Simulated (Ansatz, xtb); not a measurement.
System: NbO2, charge 0, multiplicity 2. The spin state was set by rule; other spins were not relaxed. SMILES: [O]=[Nb]=[O]
Coordinates optimised at B3LYP-D3(BJ)/def2-TZVP (Ansatz, a program for electronic structure):
```
Nb
O 1 1.7132
O 1 1.7132 2 105.16
```
Charge 0, spin multiplicity 2.

Harmonic wavenumbers from GFN2-xTB (xtb, at its own minimum), cm⁻¹: 220, 739, 741.

Task: Give the harmonic wavenumbers at B3LYP-D3(BJ)/def2-TZVP (Ansatz, finite differences of forces, unscaled).

Result: 354, 959, 1011 cm⁻¹. Zero-point energy 3.3 kcal/mol.

Task: From these and the geometry, give the ideal-gas thermochemistry at 298.15 K and 1 atm (rigid rotor, harmonic oscillator).

Result: Point group C2v, rotational symmetry number 2. Rotational constants 19.6, 8.531, 5.944 GHz. S(trans) 40.38, S(rot) 21.92, S(vib) 1.35, S(elec, spin only) 1.38, S 65.0 cal/(mol K). H(298) - H(0) 2.64 kcal/mol; G - E(el) -13.4 kcal/mol.
